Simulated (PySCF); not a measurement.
**Si(CF3)4: computed shieldings and shifts**

Si(CF3)4, C4F12Si.

Bonds: Si1-C2, Si1-C6, Si1-C10, Si1-C14, C2-F3, C2-F4, C2-F5, C6-F7, C6-F8, C6-F9, C10-F11, C10-F12, C10-F13, C14-F15, C14-F16, C14-F17.

GIAO calculations in PySCF 2.14.0 with density-fitted response routines on the PBE0-D3(BJ)/def2-SVP structure: isolated species, non-relativistic, equivalent atoms averaged; basis pcSseg-1.

**Question.** Give the isotropic shieldings (ppm) with KT2, PBE0.

**Answer.** 
| atoms | environment | KT2 | PBE0 |
| --- | --- | --- | --- |
| Si1 | silicon bonded to 4 C | 420.7 | 399.3 |
| F3/F4/F5/F7/F8/F9/F11/F12/F13/F15/F16/F17 | fluorine bonded to C | 218.4 | 242.0 |
| C2/C6/C10/C14 | carbon bonded to 3 F, Si | 53.3 | 54.9 |
| HOMO–LUMO gap (eV) | – | 7.20 | 9.85 |

**Question.** And the chemical shifts, against references computed in the same way?

**Answer.** 
```
                                    atoms  nucleus, reference    KT2   PBE0
                                      Si1           29Si, TMS  -59.6  -47.4
F3/F4/F5/F7/F8/F9/F11/F12/F13/F15/F16/F17          19F, CFCl3  -79.9  -64.8
                            C2/C6/C10/C14            13C, TMS  130.0  129.5
```

**Question.** Which part of the shielding of Si1 depends on the functional?

**Answer.** Diamagnetic: KT2 885, PBE0 881 ppm; paramagnetic: KT2 -464, PBE0 -481 ppm. The diamagnetic part, set mainly by inner electrons, hardly moves; the paramagnetic part goes with low-lying magnetically allowed excitations and carries the spread.

Unscaled 19F shifts against computed CFCl3 carry errors that often reach 10 to 50 ppm.
